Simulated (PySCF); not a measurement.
Ni (SMILES [Ni]), triplet; DF-B3LYP/6-31G in PySCF.

Here is a job for PySCF.
```python
from pyscf import gto, scf, dft

mol = gto.Mole()
mol.atom = '''
    Ni    0.00000000    0.00000000    0.00000000
'''
mol.basis = '6-31g'
mol.spin = 2
mol.verbose = 5
mol.build()

mf = dft.UKS(mol)
mf.xc = 'b3lyp'
mf = mf.density_fit(auxbasis='def2-universal-jkfit')
mf.kernel()
```

The log (banner, timings and long lists left out):

```
PySCF version 2.14.0

[INPUT] verbose = 5
[INPUT] max_memory = 4000
[INPUT] num. atoms = 1
[INPUT] num. electrons = 28
[INPUT] charge = 0
[INPUT] spin (= nelec alpha-beta = 2S) = 2
[INPUT] symmetry False subgroup None
[INPUT] Mole.unit = angstrom
[INPUT] Symbol           X                Y                Z      unit          X                Y                Z       unit  Magmom
[...]
[INPUT] ---------------- BASIS SET ----------------
[INPUT] l, kappa, [nprim/nctr], expnt,             c_1 c_2 ...
[INPUT] Ni
[...]
                                10720.84          0.01343122
                                2442.129          0.06627041
                                688.4265          0.2302508
                                220.6153          0.4790186
                                75.39373          0.3523444
[...]
                                355.4013          0.03160566
                                114.9534          0.1266335
                                43.22043          -0.02417037
                                17.5971           -0.6187775
                                7.257765          -0.457677
[...]
                                20.02181          0.07425111
                                8.614561          0.254136
                                3.660531          -0.2903477
                                1.528111          -0.7302121
                                0.604057          -0.2076057
[...]
                                0.885839          0.2707611
                                0.128529          -1.12477
[...]
                                355.4013          0.03109479
                                114.9534          0.1359517
                                43.22043          0.3485136
                                17.5971           0.4625498
                                7.257765          0.2035186
[...]
                                20.02181          -0.0295341
                                8.614561          0.06731852
                                3.660531          0.401666
                                1.528111          0.4926623
                                0.604057          0.1756893
[...]
                                0.885839          0.1015199
                                0.128529          0.9790906
[...]
                                7.523584          0.3958208
                                2.271228          0.6947154
[...]
nuclear repulsion = 0
number of shells = 11
[...]
  alpha mo_energy =
[-2.99914187e+02 -3.58930134e+01 -3.13159032e+01 -3.13158646e+01
 -3.13158048e+01 -4.14080743e+00 -2.72913763e+00 -2.72905849e+00
 -2.72893717e+00 -3.99250244e-01 -3.99247494e-01 -3.57524160e-01
 -3.57494245e-01 -3.57450829e-01 -2.18369498e-01 -2.58961351e-02
 -2.58902785e-02 -2.58814036e-02  1.13487477e-01  1.94451422e-01
  1.94462873e-01  1.94480176e-01  1.72280626e+00  1.72280854e+00
  1.74700351e+00  1.74702541e+00  1.74705653e+00]
  beta  mo_energy =
[-2.99913724e+02 -3.58466175e+01 -3.12779413e+01 -3.12779255e+01
 -3.12779032e+01 -4.03513442e+00 -2.61671171e+00 -2.61668969e+00
 -2.61668324e+00 -3.10977883e-01 -3.10900450e-01 -3.10783901e-01
 -2.08670520e-01 -8.46979346e-02 -8.46779320e-02 -2.34163550e-02
 -2.34124600e-02 -2.34071412e-02  1.19806246e-01  2.04287865e-01
  2.04293409e-01  2.04300160e-01  1.77189758e+00  1.77195126e+00
  1.77202310e+00  1.83197295e+00  1.83200173e+00]
multiplicity <S^2> = 2.0010233  2S+1 = 3.0006821
nelec by numeric integration = [15. 13.]
E1 = -2093.4945662751006  E2 = 585.4447116665456  Ecoul = 648.6187592628545  Exc = -63.174047596308974
cycle= 29 E= -1508.04985460856  delta_E= -4.72e-10  |g|= 1.73e-05  |ddm|= 0.000282
  alpha mo_energy =
[-2.99914196e+02 -3.58930217e+01 -3.13159113e+01 -3.13158754e+01
 -3.13158111e+01 -4.14081187e+00 -2.72914122e+00 -2.72906763e+00
 -2.72893713e+00 -3.99259831e-01 -3.99255613e-01 -3.57524150e-01
 -3.57497543e-01 -3.57447910e-01 -2.18369704e-01 -2.58960918e-02
 -2.58907195e-02 -2.58810963e-02  1.13487360e-01  1.94451300e-01
  1.94461840e-01  1.94480572e-01  1.72280151e+00  1.72280282e+00
  1.74700347e+00  1.74702318e+00  1.74705833e+00]
  beta  mo_energy =
[-2.99913732e+02 -3.58466256e+01 -3.12779492e+01 -3.12779349e+01
 -3.12779105e+01 -4.03513860e+00 -2.61671415e+00 -2.61669500e+00
 -2.61668744e+00 -3.11000396e-01 -3.10920721e-01 -3.10809019e-01
 -2.08670753e-01 -8.46848654e-02 -8.46403641e-02 -2.34163522e-02
 -2.34127865e-02 -2.34069728e-02  1.19806093e-01  2.04287677e-01
  2.04292709e-01  2.04300162e-01  1.77189049e+00  1.77194349e+00
  1.77201681e+00  1.83197458e+00  1.83201097e+00]
multiplicity <S^2> = 2.0010231  2S+1 = 3.000682
nelec by numeric integration = [15. 13.]
E1 = -2093.494866999375  E2 = 585.4450123903769  Ecoul = 648.6190783640757  Exc = -63.174065973698845
Extra cycle  E= -1508.049854609  delta_E= -4.43e-10  |g|= 1.38e-05  |ddm|= 3.38e-05
converged SCF energy = -1508.049854609  <S^2> = 2.0010231  2S+1 = 3.000682
```
